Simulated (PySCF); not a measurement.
**Dipole response of Ar (argon, neutral)**

[Ar], closed-shell 1S. Computed with PySCF 2.14 in aug-cc-pV(D+d)Z (5s4p3d, 32 functions), with the non-relativistic Hamiltonian (point nucleus). Coupled (time-dependent) response in atomic units; α is the mean over directions.

```
method  mean α (bohr³)  C₆ (like pair)  S(−4)
   UHF           9.701           56.34  18.31
   PBE           10.37           60.80  23.74
  PBE0           10.11           59.06  21.41
M06-2X           9.953           56.84  21.11
 wB97X           10.15           59.26  21.52
```

S(−4) is the Cauchy moment in α(ω) = α(0) + S(−4) ω² + …

Reference α: 11.083 ± 0.007 bohr³ (recommended; Schwerdtfeger and Nagle, table of static dipole polarizabilities (2023 update)). Published C₆: 64.20 (Chu and Dalgarno (2004); Tang, Norbeck and Certain (1976)).

α(iu) at PBE:

| u (hartree) | α(iu) (bohr³) |
| --- | --- |
| 0 | 10.37 |
| 0.0500 | 10.32 |
| 0.100 | 10.15 |
| 0.200 | 9.542 |
| 0.300 | 8.737 |
| 0.500 | 7.028 |
| 0.750 | 5.215 |
| 1.00 | 3.882 |
| 1.50 | 2.280 |
| 2.00 | 1.463 |
| 3.00 | 0.7396 |
| 5.00 | 0.3040 |

A single London oscillator, α(iu) = α/(1 + u²/ω²), gives C₆ = (3/4) ω α². Matching the computed C₆ needs ω = 4 × 60.80 / (3 × 10.37²) = 0.754 hartree.
